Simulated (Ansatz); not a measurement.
**Isomers**

Structures of B2SiH4O, singlet, relaxed at PBE0-D4/def2-TZVP (vibrations not checked; lower isomers may exist, and structures with a doubtful reference or unclear bonds are left out). Ansatz 0.2.0; basis: def2-TZVPP; cores frozen in the correlated methods. B3LYP uses VWN-RPA correlation.

Question: Rank them by CCSD(T) energy, lowest first, and give each one's height above the lowest. Links in brackets join atoms within 1.22 times the sum of their covalent radii (1.1 for two metals). (Judge from chemistry; the value comes from the calculation.)
A.
B₂SiH₄O ([BH2]1[B]2[O][SiH2]12)
```
8
angstrom
B 0.0594 1.0718 -1.2063
B -0.8092 -0.2539 -0.8238
Si 0.6421 0.1127 0.5420
O -0.7254 -1.0702 0.1624
H -0.4690 2.1320 -1.0206
H 0.2753 0.6555 1.8672
H 1.8454 -0.7453 0.5749
H 0.8470 0.9578 -2.1032
```
B.
B₂SiH₄O ([BH2][BH][SiH][O])
```
8
angstrom
B -1.2825 0.7695 -0.4698
B 0.1794 0.1233 -0.6793
Si 1.1050 -0.8177 0.8295
O 0.8681 -2.2887 1.1381
H -1.4226 1.9037 -0.1049
H -2.2791 0.1216 -0.6224
H 0.7911 0.1466 -1.7101
H 2.0406 0.0418 1.6189
```
C.
B₂SiH₄O ([BH][SiH][BH][OH])
```
8
angstrom
B -0.6893 1.5135 -1.2048
B 0.3870 -1.0481 0.7358
Si 0.4458 0.8341 0.0624
O -0.4770 -2.0053 0.3344
H -1.4429 1.9073 -2.0254
H 1.4418 1.8060 0.5754
H 1.1842 -1.3704 1.5711
H -1.1096 -1.7340 -0.3344
```
D.
B₂SiH₄O ([OH][B]12[H][SiH]1[BH]2)
```
8
angstrom
B -0.5267 -0.5423 1.1754
B -0.5022 0.1389 -0.2977
Si 1.2210 -0.3578 0.6753
O -1.3183 0.6115 -1.2724
H -1.2430 -0.9214 2.0348
H -0.8962 0.9607 -2.0594
H 0.7895 0.3058 -0.7308
H 2.6922 -0.2890 0.4319
```

Answer: The calculation gives: A (0.00 kcal/mol), D (33.15 kcal/mol), B (47.93 kcal/mol), C (49.20 kcal/mol). Heights count from the lowest.

Question: Do PBE-D4, r2SCAN-D4, PBE0-D4, B3LYP-D4, wB97M-V, HF, MP2 give the same order? (Judge from chemistry; the calculation decides.)

Answer: The calculation gives: Lowest first: HF A < B < D < C. The others agree with CCSD(T).

T1 diagnostic: at most 0.022. The restricted Hartree–Fock reference is unstable towards an unrestricted one at one or more of these structures.

For scale, one of the runs: CCSD(T)/def2-TZVPP, 191 basis functions, launched by `ansatz run in.yaml --threads 2 --pin off --events-out ev --progress --plain --max-ram 4352MiB`. The run took 48 s on 2 CPU threads of an Arm Neoverse V2 (shared host), with 2 GiB of host memory at its peak.
